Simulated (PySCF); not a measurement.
Y(OH) (HOY), SMILES [OH][Y]. Atoms are numbered in the order given.

```xyz
3

Y      0.0000     0.0000     0.3835
O      0.0000     0.0000    -1.5558
H      0.0000     0.0000    -2.5102
```
Charge 0, spin multiplicity 1.

Coordinates come from a PBE0-D3(BJ)/def2-TZVPD optimisation. The multiplicity is an assumed one; other spin states were not compared. The def2 effective core potentials stand for the cores of Y; spin–orbit coupling is left out.

Level of theory: r2SCAN/def2-TZVPD run with PySCF.

The molecule is in vacuum.

Computed frontier levels, gap, dipole moment and polarisability:
```json
{
 "highest_occupied_level": "-3.87 eV",
 "lowest_empty_level": "-2.35 eV",
 "orbital_gap": "1.51 eV",
 "dipole_moment": "0.64 D",
 "quadrupole, principal values (traceless, Buckingham form, about the centre of nuclear charge)": "-3.43, -3.43, 6.86 D·Å",
 "mean_static_polarisability": "149.0 bohr³ (22.08 Å³)",
 "polarisability_principal_values": "134.0, 156.5, 156.5 bohr³"
}
```
